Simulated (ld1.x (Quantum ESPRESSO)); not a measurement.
**Before and after: ultrasoft potential for Cl (Z = 17)**

```
Element                 : Cl (Z = 17)
Generator               : ld1.x (Quantum ESPRESSO) 7.5
Type                    : ultrasoft
Functional              : LDA (PZ)
Relativity              : scalar-relativistic
Frozen core             : [Ne]
Valence charge          : 7
Reference configuration : 3s2 3p5
Partial waves           : 3s (bound): rcut 0.85, rcutus 1.15 bohr; 3s channel at 2.75 Ry: rcut 0.85, rcutus 1.15 bohr; 3p (bound): rcut 0.95, rcutus 1.25 bohr; 3p channel at 4.45 Ry: rcut 0.95, rcutus 1.25 bohr
Local potential         : all-electron potential smoothed inside 1.10 bohr (lloc = -1)
Core correction         : Bessel-smoothed model core, default radius (core density twice the valence density)
Augmentation charge     : built from norm-conserving waves at rcut, not smoothed further
```

Change: core correction Bessel-smoothed model core inside 1.16 bohr.

Cutoffs: the cutoffs (Ry, on a coarse ladder) from which the occupation-weighted sum of valence levels, in a spherical-Bessel basis at the reference potential, stays within 10 and 1 mRy of its value at 400 Ry; they do not see the model core or the augmentation charge, which bear on the density cutoff. Errors are all-electron minus pseudo energies relative to the spin-unpolarised reference configuration.

Task: What does the change do?

Result: The potential gets neither clearly harder nor softer (30 Ry and 60 Ry → 30 Ry and 60 Ry); of the 9 tests that both files solve, the error grows in 5 and shrinks in 2 by more than 15 % and 0.3 meV (median size 6.5 → 3.0 meV); neither file shows a bound ghost. The default core radius of the base comes out at 0.79 bohr. A wider model core is smoother and lowers the density cutoff, which this test does not measure.

| quantity | base | changed |
| --- | --- | --- |
| cutoff, loose | 30 Ry | 30 Ry |
| cutoff, tight | 60 Ry | 60 Ry |
| bound ghosts | none | none |
| error for 3s2 3p4, meV [ΔE 13.97 eV] | +0.1 | +0.3 |
| error for 3s2 3p3, meV [ΔE 39.50 eV] | +6.5 | +8.4 |
| error for 3s2 3p2, meV [ΔE 77.89 eV] | +28 | +36 |
| error for 3s1 3p6, meV [ΔE 12.05 eV] | -7.0 | +0.2 |
| error for 3s2 3p1, meV [ΔE 130.27 eV] | +77 | +103 |
| error for 3s1 3p5, meV [ΔE 26.57 eV] | -9.0 | -1.9 |
| error for 3s2 3p5.3, meV [ΔE -2.17 eV] | +0.3 | +0.3 |
| error for 3s2 3p5 (spin-polarised), meV [ΔE -0.19 eV] | -0.6 | +3.0 |
| error for 3s2 3p4 (spin-polarised), meV [ΔE 13.09 eV] | -3.1 | +15 |
| s: phases at 1.35 bohr within 0.05 rad from the reference energy up to (Ry; the scan ends near 5) | 3.8 | 3.8 |
| p: phases at 1.35 bohr within 0.05 rad from the reference energy up to (Ry; the scan ends near 5) | to the end of the scan | to the end of the scan |
| lowest overlap eigenvalue by channel | s 0.59, p 0.59 | s 0.59, p 0.59 |
